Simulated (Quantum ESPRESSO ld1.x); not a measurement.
All-electron atom: Pb3+ in [Xe] 4f14 5d10 6s1. Calculated with ld1.x of Quantum ESPRESSO 7.5: Dirac Kohn-Sham, BLYP, spin-unpolarised, spherical densities, point nucleus. Some entries of the table are withheld. Estimate them.

orbital  occ.  eigenvalue (hartree)  <r> (bohr)  <1/r> (bohr^-1)
1s1/2       2            -3234.6231     0.01604            101.5
2s1/2       2             -578.9005         (1)            25.08
2p1/2       2             -555.9244     0.05487            25.01
2p3/2       4             -475.4217     0.06379            19.97
3s1/2       2             -139.7385      0.1739            9.194
3p1/2       2             -129.3839      0.1644            9.101
3p3/2       4             -111.4228      0.1807            7.780
3d3/2       4              -94.4275      0.1570            7.681
3d5/2       6              -90.6062      0.1619            7.387
4s1/2       2                   (2)      0.3841            3.904
4p1/2       2              -27.9607      0.3853            3.793
4p3/2       4              -23.5626      0.4199            3.336
4d3/2       4              -16.2754         (3)            3.139
4d5/2       6              -15.4549         (4)            3.036
5s1/2       2               -6.3320      0.8536            1.622
4f5/2       6               -6.0208      0.4508            2.696
4f7/2       8               -5.8358      0.4571            2.656
5p1/2       2                   (5)      0.9119            1.499
5p3/2       4                   (6)       1.003            1.330
5d3/2       4               -1.8671       1.255              (7)
5d5/2       6               -1.7692       1.297              (8)
6s1/2       1               -1.3806       2.103           0.6115

Answer. 
(1) 2s1/2 <r> (bohr): 0.06689
(2) 4s1/2 eigenvalue (hartree): -32.4392
(3) 4d3/2 <r> (bohr): 0.4246
(4) 4d5/2 <r> (bohr): 0.4357
(5) 5p1/2 eigenvalue (hartree): -4.8033
(6) 5p3/2 eigenvalue (hartree): -3.9783
(7) 5d3/2 <1/r> (bohr^-1): 1.046
(8) 5d5/2 <1/r> (bohr^-1): 1.008
